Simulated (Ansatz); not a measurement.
Pulling on the Al1–O2 bond in AlO (multiplicity 2 held). Energies count from the point at 1.627 Å.


Signs of static correlation in cc-pV(T+d)Z, from Ansatz (a quantum-chemistry and plane-wave program) runs.

```csv
R (Å),T1 of restricted CCSD,⟨S²⟩ of UHF,largest double amplitude of restricted CCSD
1.302,0.015,0.757,0.098
1.465,0.016,0.761,0.100
1.627,0.018,0.924,0.102
1.790,0.020,0.802,0.101
1.953,0.023,0.760,0.099
2.197,0.027,0.767,0.086
2.441,0.034,0.804,(withheld)
2.848,0.050,1.488,0.101
3.255,0.085,1.683,0.144
3.743,0.210,1.776,(withheld)
4.394,0.443,1.777,0.152
5.208,0.611,1.777,0.228
6.510,0.678,1.777,0.264
```

Complete the blanks.


- 2.441, largest double amplitude of restricted CCSD: 0.073
- 3.743, largest double amplitude of restricted CCSD: 0.182

Doubts at one or more of the structures used: T1 above 0.05 (RO-CCSD(T)/cc-pV(T+d)Z, U-CCSD(T)/cc-pV(T+d)Z); a restricted determinant that unrestricted orbitals would lower (RO-CCSD(T)/cc-pV(T+d)Z); other coupled-cluster roots lie near (RO-CCSD(T)/cc-pV(T+d)Z); a spin-contaminated determinant (U-CCSD(T)/cc-pV(T+d)Z); the program's own flag: large difference (U-CCSD(T)/cc-pV(T+d)Z).
